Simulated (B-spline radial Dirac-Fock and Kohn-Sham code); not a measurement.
System: iodine as I⁵⁺, [Kr] 4d10 5s2. Calculated with a radial B-spline solver, using Dirac-Hartree-Slater photoionisation with all multipoles and Dirac-Fock thresholds.

Task: Which of the sources Mg Kα (1253.6 eV), Ag Lα (2984.4 eV), Cu Kα (8047.8 eV), Ag Kα (22162.9 eV) can ionise the 2p1/2 level, and how does the cross section change among them?

Result: The computed threshold is 4924.9 eV, above Mg Kα, Ag Lα; the others can ionise it. Cross sections: Cu Kα 13.5 kb, Ag Kα 0.660 kb. From the first to the last it falls by a factor of 20.
